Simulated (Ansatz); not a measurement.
Job for Ansatz (an electronic-structure program): U-SVWN5/def2-TZVPP on LiO, 2S+1 = 2, a spin state set in the input, which need not be the lowest, a point of a bond scan (R = 1.690 Å).

Ansatz 0.2 input:
```yaml
crystal:
  periodic: [false, false, false]
  atoms:
    - {symbol: Li, position_ang: [0.00000000, 0.00000000, 0.00000000]}
    - {symbol: O, position_ang: [0.00000000, 0.00000000, 1.68984300]}
basis:
  gaussian:
    orbitals: def2-TZVPP
    pivot_positions_ang: [[0.00000000, 0.00000000, 0.00000000], [0.00000000, 0.00000000, 1.68984300]]
hamiltonian:
  xc: {name: SVWN5}
magnetization: {spin_polarized: true, initial_magnetization: 1}
output: {forces: true, orbitals: {seedname: ./end}}
```

The head of its log:

```
Functional definition: SVWN5
[...]
integrals: 0.01 GiB planned
296 factors; their error is unknown
mean field: 0.09 GiB planned
mean field evaluation 1: about -2227.5171 eV, gradient 3.4e1 eV
mean field evaluation 2: about -2117.4886 eV, gradient 1.1e2 eV
```

### Question
Predict the final total energy.

### Answer
-82.0251 hartree.
